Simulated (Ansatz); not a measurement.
Consider the formal exchange of groups at the Si–Se bond: `[SiH3]N[SiH2][SeH]` + `CC=N` → `C[SiH2]N[SiH3]` + `N=C[SeH]`.

Gas-phase electronic energies from Ansatz, PBE0-D4/def2-TZVP geometries. CCSD(T)/CBS adds triple-zeta CCSD(T) − MP2 to the extrapolated MP2 energy (def2 sets, frozen cores). Functionals use def2-TZVPP. B3LYP here is the variant with VWN-RPA as its local correlation; programs differ in this. For Se outer-core shells are correlated without core-valence functions, which leaves a few kJ/mol of doubt a bond. Scalar relativity is left out up to krypton. One conformer a species, not always the lowest.

Q: Is it downhill or uphill in electronic energy at CCSD(T)/CBS, and by how much? (Estimate.)

A: Computed: Uphill: ΔE = +18.1 kcal/mol.

Q: What do these levels give: r2SCAN-D4, ωB97X-V, ωB97M-V, PBE0, B3LYP, MP2/def2-TZVPP, SCS-MP2/def2-TZVPP, CCSD(T)/def2-TZVPP, HF/def2-QZVPP, MP2/def2-QZVPP, HF/CBS(def2), MP2/CBS(def2)? (An estimate is asked.)

A: Computed: r2SCAN-D4 16.2, ωB97X-V 17.4, ωB97M-V 17.2, PBE0 17.2, B3LYP 15.9, MP2/def2-TZVPP 17.0, SCS-MP2/def2-TZVPP 16.9, CCSD(T)/def2-TZVPP 17.0, HF/def2-QZVPP 19.6, MP2/def2-QZVPP 17.6, HF/CBS(def2) 19.6, MP2/CBS(def2) 18.1 kcal/mol.

Largest T1 diagnostic among the species: 0.012.

From PBE to PBE0 (25 % exact exchange), in def2-TZVPP and without D4, ΔE moves by +1.7 kcal/mol. In def2-TZVPP, CCSD(T) changes the Hartree–Fock value by −2.7 kcal/mol (the triples alone add −0.5 kcal/mol) and MP2 by −2.7 kcal/mol.
